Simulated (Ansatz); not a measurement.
Ansatz (a first-principles code) input (CCSD(T)/aug-cc-pVDZ):

Ansatz 0.2 input:
```yaml
crystal:
  periodic: [false, false, false]
  atoms:
    - {symbol: C, position_ang: [-2.34559600, -0.27619437, -0.02285850]}
    - {symbol: C, position_ang: [-0.94999647, 0.32309270, -0.17299508]}
    - {symbol: C, position_ang: [0.12663797, -0.66730131, 0.25805052]}
    - {symbol: C, position_ang: [1.50817520, -0.25697978, 0.17828890]}
    - {symbol: O, position_ang: [1.81810163, 0.89801147, -0.23974472]}
    - {symbol: H, position_ang: [-2.46419187, -1.16917570, -0.63902647]}
    - {symbol: H, position_ang: [-3.09880755, 0.44516298, -0.33513822]}
    - {symbol: H, position_ang: [-2.55356073, -0.54699360, 1.01375235]}
    - {symbol: H, position_ang: [-0.86094784, 1.23081908, 0.42746847]}
    - {symbol: H, position_ang: [-0.77238734, 0.61426477, -1.21036056]}
    - {symbol: H, position_ang: [-0.00277790, -1.02442117, 1.29764418]}
    - {symbol: H, position_ang: [0.08340140, -1.62439770, -0.29614724]}
    - {symbol: H, position_ang: [2.31226200, -0.93333304, 0.47637792]}
    - {symbol: H, position_ang: [2.77687254, 1.08827918, -0.25952771]}
basis:
  gaussian:
    orbitals: aug-cc-pVDZ
total_charge: 1
magnetization: {spin_polarized: false}
correlation: {method: ccsd_t, electrons: outside_noble_gas}
output: {forces: true}
```

Output:

```
Functional definition: HF
integrals: 0.94 GiB planned
1926 factors; integrals over basis functions are off by at most 7.1e-4 eV
0.90 GiB of device memory are held for the factors and their scratch space
mean field: 1.00 GiB planned
mean field evaluation 1: about -6287.3549 eV, gradient 5.7e1 eV
mean field evaluation 2: about -6287.3983 eV, gradient 5.7e1 eV
mean field evaluation 4: about -6294.9245 eV, gradient 5.1e0 eV
mean field evaluation 8: about -6295.0099 eV, gradient 3.7e-1 eV
mean field evaluation 16: about -6287.3529 eV, gradient 5.7e1 eV
mean field -6295.01064919 eV, -231.3373744463 hartree, gradient 2.1e-6 eV, S^2 0.000000; 0 other end points of the search recorded, 0 dependent functions left out
5 core orbitals not correlated
reference -6295.01064919 eV, -231.3373744463 hartree; 15, 15 occupied and 176, 176 virtual orbitals, 1926 factors
densities: 7.10 GiB planned
second order -20.70627640 eV of doubles, -0.00000000 eV of singles
coupled cluster: 5.29 GiB planned
cycle   1  -21.57306745 eV  change   -8.7e-1 eV  update   1.1e-1
cycle   2  -22.12703047 eV  change   -5.5e-1 eV  update   3.1e-2
cycle   3  -22.26921843 eV  change   -1.4e-1 eV  update   1.9e-2
cycle   4  -22.26401565 eV  change    5.2e-3 eV  update   5.6e-3
cycle   5  -22.26261906 eV  change    1.4e-3 eV  update   2.2e-3
cycle   6  -22.26269832 eV  change   -7.9e-5 eV  update   6.3e-4
cycle   7  -22.26240052 eV  change    3.0e-4 eV  update   2.5e-4
cycle   8  -22.26233812 eV  change    6.2e-5 eV  update   9.1e-5
cycle   9  -22.26236448 eV  change   -2.6e-5 eV  update   4.1e-5
cycle  10  -22.26236359 eV  change    8.9e-7 eV  update   1.7e-5
cycle  11  -22.26236218 eV  change    1.4e-6 eV  update   5.9e-6
perturbative correction -0.74304503 eV, -0.0273064012 hartree
the calculation of the forces begins
0.90 GiB of device memory are held for the factors and their scratch space
Total energy: -6318.01605641 eV, -232.1828075678 hartree
Atom 0 at    -2.345596    -0.276194    -0.022859 Å, force     0.074469    -0.004119     0.005577 eV/Å
Atom 1 at    -0.949996     0.323093    -0.172995 Å, force     0.040178     0.010639    -0.001833 eV/Å
Atom 2 at     0.126638    -0.667301     0.258051 Å, force    -0.597928    -0.258843     0.065109 eV/Å
Atom 3 at     1.508175    -0.256980     0.178289 Å, force     0.386776    -0.357788     0.155601 eV/Å
Atom 4 at     1.818102     0.898011    -0.239745 Å, force    -0.055163     0.935921    -0.355306 eV/Å
Atom 5 at    -2.464192    -1.169176    -0.639026 Å, force    -0.032283    -0.396660    -0.280364 eV/Å
Atom 6 at    -3.098808     0.445163    -0.335138 Å, force    -0.325599     0.330097    -0.141869 eV/Å
Atom 7 at    -2.553561    -0.546994     1.013752 Å, force    -0.072714    -0.115179     0.467367 eV/Å
Atom 8 at    -0.860948     1.230819     0.427468 Å, force     0.035347     0.391179     0.278808 eV/Å
Atom 9 at    -0.772387     0.614265    -1.210361 Å, force     0.075420     0.112188    -0.462309 eV/Å
Atom 10 at    -0.002778    -1.024421     1.297644 Å, force    -0.021087    -0.051241     0.348585 eV/Å
Atom 11 at     0.083401    -1.624398    -0.296147 Å, force     0.010132    -0.268588    -0.228779 eV/Å
Atom 12 at     2.312262    -0.933333     0.476378 Å, force     0.323913    -0.254485     0.113314 eV/Å
Atom 13 at     2.776873     1.088279    -0.259528 Å, force     0.158539    -0.073121     0.036099 eV/Å
Dipole moment:     1.306493    -0.144515     0.125046 e Å
```

It need not be the lowest isomer of its formula.
